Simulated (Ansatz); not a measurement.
Harmonic frequencies (cm⁻¹) at PBE0-D4/def2-TZVP from Ansatz: 117, 309, 333, 363, 373, 436, 490, 543, 596, 620, 704, 716, 843, 901, 909, 959, 1941, 2203, 2209, 2210, 2222.

Which molecule is it?
A. `[SiH3][SiH]1[O][AlH]1`
B. `C=C1[SiH2]C1=O`
C. `[SiH3][Al]1[O][SiH2]1`
D. `[O]1[AlH][SiH2][SiH2]1`

D.
